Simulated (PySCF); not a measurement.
BFH₄NSi, H₅N₂Si₂ (calculated)

All values are calculated (PySCF 2.14.0). Calculation on a computer-drawn molecule: the log of a Hartree-Fock and frozen-core CCSD(T) single point meant for a local Hartree-Fock minimum, with one planted fault or none, to be diagnosed. Offsets are logged minus clean, where the clean run is the same molecule without the fault. The reference is restricted for singlets and unrestricted otherwise, and also for a bond in bohr or an excited solution. Adding or removing an electron swaps singlet and doublet. The excited solution moves the top pair (singlet) or top alpha electron (doublet) to the lowest empty orbital. Highest occupied and lowest empty are orbital energies over both spins, largest force is the largest gradient component, triples share is (T) over the correlation energy, the T1 limit is 0.02 restricted and 0.045 unrestricted, electrons count all cores, a negative frequency is imaginary (commonest isotopes), and the dipole is about the centre of nuclear charge.

Common to all runs: meant charge 1; meant multiplicity 1; meant basis cc-pV(D+d)Z; logged SCF converged yes; logged CC converged yes; logged SCF stable within its kind yes; possible faults no fault, one electron removed, one electron added, multiplicity raised by two, geometry at a saddle point, SCF held on an excited solution, minimal basis STO-3G, one bond length entered in bohr, all coordinates scaled.

(1) 
```xyz
8
formula=BFH4NSi logged_electrons=37 logged_basis_functions=85 logged_spin_squared=0.7828 logged_highest_occupied=-23.645 logged_lowest_empty=-15.42 logged_largest_force=0.10596 logged_T1_diagnostic=0.027674 logged_D1_diagnostic=0.10556 logged_triples_share=0.030639 logged_dipole_magnitude=3.2063 logged_energy_HF=-469.04131 logged_energy_CCSD(T)=-469.60214 planted_fault=one_electron_removed HF_energy_offset_from_clean_run=379.4 CCSD(T)_energy_offset_from_clean_run=382.4
N     -3.1178    -1.1163    -0.8274
Si    -2.2936     0.2969    -0.8962
B     -1.3357     1.0181     0.8052
F     -0.7213     2.1522     0.6445
H     -3.6034    -1.5218    -1.6116
H     -3.2005    -1.6837     0.0004
H     -2.3171     0.9380    -2.2107
H     -1.3625     0.4218     1.8315
```

Units: logged_highest_occupied, logged_lowest_empty in eV; logged_largest_force in hartree/bohr; logged_dipole_magnitude in debye; logged_energy_HF, logged_energy_CCSD(T) in hartree; HF_energy_offset_from_clean_run, CCSD(T)_energy_offset_from_clean_run in kcal/mol.

Drawn bonds:
```csv
atom,other atom,order
1,2,1
2,3,1
3,4,1
1,5,1
1,6,1
2,7,1
3,8,1
```

(2) 
```xyz
8
formula=BFH4NSi logged_electrons=38 logged_basis_functions=28 logged_spin_squared=0 logged_highest_occupied=-15.647 logged_lowest_empty=-1.7169 logged_largest_force=0.02476 logged_T1_diagnostic=0.028797 logged_D1_diagnostic=0.11414 logged_triples_share=0.047035 logged_dipole_magnitude=3.1564 logged_energy_HF=-463.96587 logged_energy_CCSD(T)=-464.17261 planted_fault=minimal_basis_STO-3G HF_energy_offset_from_clean_run=3564 CCSD(T)_energy_offset_from_clean_run=3790
N     -3.1178    -1.1163    -0.8274
Si    -2.2936     0.2969    -0.8962
B     -1.3357     1.0181     0.8052
F     -0.7213     2.1522     0.6445
H     -3.6034    -1.5218    -1.6116
H     -3.2005    -1.6837     0.0004
H     -2.3171     0.9380    -2.2107
H     -1.3625     0.4218     1.8315
```

Units: logged_highest_occupied, logged_lowest_empty in eV; logged_largest_force in hartree/bohr; logged_dipole_magnitude in debye; logged_energy_HF, logged_energy_CCSD(T) in hartree; HF_energy_offset_from_clean_run, CCSD(T)_energy_offset_from_clean_run in kcal/mol.

Drawn bonds:
```csv
atom,other atom,order
1,2,1
2,3,1
3,4,1
1,5,1
1,6,1
2,7,1
3,8,1
```

Notes: T1 above single-reference limit.

(3) 
```xyz
9
formula=H5N2Si2 logged_electrons=47 logged_basis_functions=99 logged_spin_squared=0.7666 logged_highest_occupied=-4.9094 logged_lowest_empty=2.6278 logged_largest_force=0.089318 logged_T1_diagnostic=0.017042 logged_D1_diagnostic=0.054649 logged_triples_share=0.029916 logged_dipole_magnitude=6.7331 logged_energy_HF=-689.65257 logged_energy_CCSD(T)=-690.22174 planted_fault=one_electron_added HF_energy_offset_from_clean_run=-94.17 CCSD(T)_energy_offset_from_clean_run=-104.3
N     -2.5394     1.4401     1.5969
Si    -0.9158     1.5177     1.3629
N     -0.1590     0.8293     0.1355
Si     0.6769     0.1796    -1.0433
H     -3.1808     0.9579     0.9932
H     -2.9951     1.8821     2.3756
H     -0.2075     2.2776     2.3814
H      1.2198    -1.1734    -0.9447
H      0.9362     0.8998    -2.2880
```

Units: logged_highest_occupied, logged_lowest_empty in eV; logged_largest_force in hartree/bohr; logged_dipole_magnitude in debye; logged_energy_HF, logged_energy_CCSD(T) in hartree; HF_energy_offset_from_clean_run, CCSD(T)_energy_offset_from_clean_run in kcal/mol.

Drawn bonds:
```csv
atom,other atom,order
1,2,1
2,3,1
3,4,2
1,5,1
1,6,1
2,7,1
4,8,1
4,9,1
```
